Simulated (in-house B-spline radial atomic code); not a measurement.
# RPA and G0W0 on BHandHLYP: neutral caesium

Configuration [Xe] 6s1, highest spin, mean-field start BHandHLYP. Computed with a B-spline radial code for spherical atoms: all electrons, scalar-relativistic (spin-free one-electron X2C), finite nucleus, each spin shell either full or empty, empty states to l = 9 with an (l + 1/2)⁻⁴ tail; G0W0 by contour deformation at full frequency.

RPA overbinds a lone outer s electron by self-correlation, and G0W0 tends to as well.

Command:
```bash
python run_gw.py task.json out
```
Settings (radii: box in bohr, nucleus in fm):
```
Z                        55
electrons                55
configuration            [Xe] 6s1
hamiltonian              x2c
method                   bhandhlyp
lmax                     9
rms_radius               4.8041
spin_polarised           True
box_radius               40
intervals                72
ion_configuration        [Kr] 4d10 5s2 5p6
```

Cost of the run: 19 s on 1 thread of Arm Neoverse N1, on a shared host.

Energies (hartree):

| term | value |
| --- | --- |
| mean-field total | -7786.18265 |
| Hartree-Fock functional on these orbitals | -7783.12572 |
| direct second order | -4.6778 |
| second-order exchange | 1.2783 |
| SOSEX correction | 1.1971 |

Problem. What is the RPA correlation energy, and what remains with SOSEX?

Solution. RPA gives -4.1328 hartree (-2.04 eV per electron); RPA + SOSEX gives -2.9357, and the second-order doubles -3.3995 hartree (no singles). SOSEX takes back 29 % of the RPA value.

Quasi-particle levels (eV):

```
  level  occupied  mean field  Σx - vxc     Σc  QP weight    G0W0
  6s up       yes      -2.934     -0.53      ?          ?       ?
6s down        no      -0.972      1.57  -1.05      0.881  -0.449
```

G0W0 = mean field + (Σx - vxc) + Σc, with Σc (partial-wave tail included) taken at the quasi-particle energy. Only the outer levels were computed. Levels of low weight are left out.

Problem. Where does G0W0 put 6s up?

Solution. At -4.128 eV, with Σc = -0.66 eV and a quasi-particle weight of 0.907. The tabulated removal energy is 3.894 eV (NIST, measured); the calculation leaves out spin-orbit coupling, Breit and QED terms, and what these don't explain is the method's own error.

Problem. What does it cost to remove one electron (to [Kr] 4d10 5s2 5p6) by differences of total energies, each species on its own start (correlation terms add to the Hartree-Fock functional)?

Solution. BHandHLYP 3.826 eV, Hartree-Fock functional 3.448 eV, + RPA 4.100 eV, + RPA + SOSEX 3.795 eV, + second order 4.056 eV. Tabulated: 3.894 eV (NIST, measured); the calculation leaves out spin-orbit coupling, Breit and QED terms, and what these don't explain is the method's own error.
